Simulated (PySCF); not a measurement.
# Spin states of PdF

Unrestricted PBE0; basis Pd def2-TZVPP with ECP28, F def2-TZVPP; scalar-relativistic core potentials; PySCF 2.14. Outer shells of the fragments: Pd 4d10; F 2s2 2p5.

Followed along the bond (rough minima from three points):

| 2Ms+1 | unpaired | ⟨S²⟩ at the start | R at minimum (Å) | Te (eV) |
| --- | --- | --- | --- | --- |
| 2 | σ ↑ | 0.75 | 1.92 | 0.00 |
| 2 | π ↑ | 0.76 | 1.95 | 0.47 |
| 2 | δ ↑ | 0.75 | 1.99 | 0.86 |
| 4 | σ ↑↑, π ↑ | 3.75 | 1.90 | 2.29 |

Solutions found at the starting distance of 1.800 Å, counted from the lowest of them; the search is not exhaustive and high or unbound solutions are not listed, so other states can lie among these:

```tsv
2Ms+1	unpaired	term	E (eV)	⟨S²⟩	⟨Lz²⟩	μ (D)
2	σ ↑	²Σ⁺	0.00	0.75	0.00	-4.22
2	π ↑	²Π	0.53	0.76	1.01	-4.31
2	δ ↑	²Δ	1.07	0.75	4.01	-4.58
4	σ ↑↑, π ↑	mixed	2.24	3.75	1.18	-0.79
2	σ ↑↑, π ↓	mixed	2.73	1.75	1.09	-0.60
4	σ ↑↑, δ ↑	⁴Δ	2.74	3.75	4.01	-1.43
4	σ ↑, π ↑↑	⁴Σ⁻	2.77	3.76	0.00	-0.82
2	σ ↑↑, δ ↓	mixed	3.44	1.75	4.01	-1.09
4	σ ↑, π ↑, δ ↑	mixed	3.59	3.76	5.01	-1.06
4	σ ↑, π ↑, δ ↑	mixed	3.63	3.76	4.85	-1.00
```

A term symbol is given only where ⟨S²⟩ and ⟨Lz²⟩ are close to those of a pure state; real π, δ and φ orbitals otherwise mix terms. A positive dipole means Pd(−)F(+).

Task: Compare the gap between the two lowest followed solutions at the starting distance with the gap between their minima.

Result: At PBE0 the second solution (doublet, unpaired electrons π ↑) lies +0.53 eV from the first (doublet, unpaired electrons σ ↑) at 1.800 Å and +0.47 eV at the minima; the two curves relax by different amounts, since their minima lie near 1.95 and 1.92 Å.

Spin–orbit coupling is left out. Counting both spins, an empty level lies below a filled one in some of these solutions, because spin and occupation are held. With d or f electrons several states lie close, and the lowest PBE0 determinant need not be the measured ground state.
